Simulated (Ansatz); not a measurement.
The same path of Al$_{2}$FH$_{5}$O$_{2}$ (10 atoms, charge 0, multiplicity 1) was run twice with different band settings.

The calculation used RKS PBE-D4/def2-SVP (Ansatz 0.2.0).

Relaxed end points:

```xyz
10
Properties=species:S:1:pos:R:3
Al 0.051 0.167 0.321
F -0.172 -1.082 1.430
H 1.310 0.103 -0.638
O -1.526 0.631 -0.560
H -1.743 0.414 -1.481
O -0.294 1.779 1.202
Al -1.904 2.262 0.325
H -3.112 2.172 1.366
H -1.721 3.466 -0.709
H -0.145 1.904 2.155
```

```xyz
10
Properties=species:S:1:pos:R:3
Al 0.049 0.168 0.324
F -0.166 -1.080 1.436
H 1.301 0.102 -0.645
O -1.533 0.625 -0.553
H -1.739 0.419 -1.479
O -0.292 1.782 1.200
Al -1.903 2.262 0.324
H -1.719 3.457 -0.720
H -3.108 2.182 1.369
H -0.148 1.900 2.155
```

Common settings: spring 5.0 eV/Å²; optimiser quadratic models (default); start path through a guess of the saddle point; force threshold 0.05 eV/Å; iteration limit 60; end points relaxed.

| run | movable images | climbing image |
| --- | --- | --- |
| 1 | 9 | yes |
| 2 | 6 | no |

Task: What does each run give, and how far can it be trusted?

Result: Run 1: converged after 34 iterations, highest image 0.976 eV above the first end. Beside the main top the profile has a ripple of under 15 meV (maxima at images 1, 7), which may be a very shallow well or noise. A vibrational analysis at the climbing image gives one clearly imaginary mode, 405i cm⁻¹: a first-order saddle point.
Run 2: converged after 24 iterations, highest image 0.967 eV above the first end. No image climbed, so the highest image needn't sit at the top of the path.
